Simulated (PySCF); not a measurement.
dibromo(difluoro)methane (CBr2F2), SMILES FC(F)(Br)Br.

Coordinates come from a PBE-D3(BJ)/def2-SVP optimisation.

Two levels are set side by side: PBE/def2-TZVP (PySCF) and ωB97X/def2-TZVP (PySCF). Same geometry, gas phase. Differences are taken from unrounded values.

```json
[
 {"quantity": "orbital gap (eV)", "ωB97X": "11.27"},
 {"quantity": "highest occupied level (eV)", "ωB97X": "-10.97"},
 {"quantity": "lowest empty level (eV)", "ωB97X": "0.29"},
 {"quantity": "dipole moment (D)", "ωB97X": "0.46"},
 {"quantity": "mean polarisability (bohr³)", "ωB97X": "52.7"}
]
```

What does PBE give, and how far is it from ωB97X? (An estimate is asked for; the answer gives what the named calculation found.)


```
quantity                       PBE  PBE minus ωB97X
---------------------------  -----  ---------------
orbital gap (eV)              4.39            -6.88
highest occupied level (eV)  -7.27             3.70
lowest empty level (eV)      -2.89            -3.18
dipole moment (D)             0.27            -0.19
mean polarisability (bohr³)   55.1              2.3
```

PBE's occupied levels lie high since its potential decays too fast outside the molecule; exact exchange lowers them and widens the gap. PBE's more diffuse valence density responds more strongly to a field. Differences between two approximate levels are no errors against the true value.

Rough cost on one machine, each run with all the roots and properties that it gave: ωB97X against PBE within a factor of 2.
